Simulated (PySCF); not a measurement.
# Spinor energies of Ag (silver, neutral)

Start: [Kr] 4d10 5s1; 5s1/2 filled at m_j = +1/2. Calculated with PySCF 2.14 in x2c-SVPall-2c with one added diffuse shell each of s, p, d type (7s9p7d1f, 76 functions): generalised Hartree-Fock with the X2C-1e Hamiltonian and a Gaussian nucleus; one run each with spin-orbit coupling (SO) switched off, then screened by Boettger's factors. This is a chosen level, not necessarily the ground level.

| spinor shell | electrons | ε, spin-free (eV) | ε, screened SO (eV) | weight of nominal j (screened SO) | rms radius, screened SO (bohr) |
| --- | --- | --- | --- | --- | --- |
| 1s1/2 | 2 | -25641.7 | -25639.8 | 1.000 | 0.0357 |
| 2s1/2 | 2 | -3860.4 | -3859.9 | 1.000 | 0.146 |
| 2p1/2 | 2 | -3456.8 | -3578.3 | 1.000 | 0.127 |
| 3s1/2 | 2 | -744.48 | -744.36 | 1.000 | 0.392 |
| 3p1/2 | 2 | -608.34 | -630.55 | 1.000 | 0.387 |
| 3p3/2 | 4 | -608.34 | -598.05 | 1.000 | 0.398 |
| 3d3/2 | 4 | -393.99 | -397.75 | 1.000 | 0.374 |
| 3d5/2 | 6 | -393.99 | -391.38 | 1.000 | 0.377 |
| 4s1/2 | 2 | -116.24 | -116.22 | 1.000 | 0.981 |
| 4p1/2 | 2 | -74.619 | -78.340 | 1.000 | 1.06 |
| 4p3/2 | 4 | -74.619 | -72.905 | 1.000 | 1.09 |
| 4d3/2 | 4 | -13.979 | -14.390 | 0.998 | 1.52 |
| 4d5/2 | 6 | -13.979 | -13.709 | 0.999 | 1.55 |
| 5s1/2 | 1 | -6.469 | -6.472 | 1.000 | 3.73 |

Q: Where does 2p3/2 lie, and what is the 2p spin-orbit splitting (screened SO)?

A: At -3400.6 eV, 177.68 eV above 2p1/2.

```csv
quantity,spin-free,screened SO
E (hartree),-5311.85544,-5312.81140
M_J,1/2,1/2
⟨J²⟩,0.752,0.752
⟨L²⟩,0.000,0.015
⟨S²⟩,0.752,0.767
```

Breit and QED terms are absent; they matter most for the inner s and p1/2 levels.

Densities and radii are taken from the X2C orbitals without a picture-change correction, which distorts them close to the nucleus.

Without spin-orbit coupling the j labels of p, d and f shells carry no meaning; the spin-free column gives the mean over the occupied spinors of each nl shell.
